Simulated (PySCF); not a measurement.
Job for PySCF: R-BP86/6-31G* on SiH4 (SMILES [SiH4]).

```python
from pyscf import gto, scf, dft, mp
from pyscf.data.elements import chemcore

mol = gto.M(
    atom='''
    Si    0.04975310    0.05632914   -0.01268721
    H     0.11787617    0.14422935   -1.48874344
    H    -1.33638392   -0.25746670    0.40139849
    H     0.45894487    1.34966639    0.57991665
    H     0.95838262   -1.01139831    0.46237679
    ''',
    basis='6-31g*',
    cart=True,
    charge=0, spin=0, verbose=3, max_memory=1800)
mf = dft.RKS(mol, xc='b88,p86')
mf.conv_tol = 1e-8
mf.max_cycle = 100
mf.kernel()
if not mf.converged:
    mf = mf.newton().run(mf.mo_coeff, mf.mo_occ)
```

The log:

```
converged SCF energy = -291.884665172872
```

The run converged.

Cost: very roughly 0.4 core-seconds.
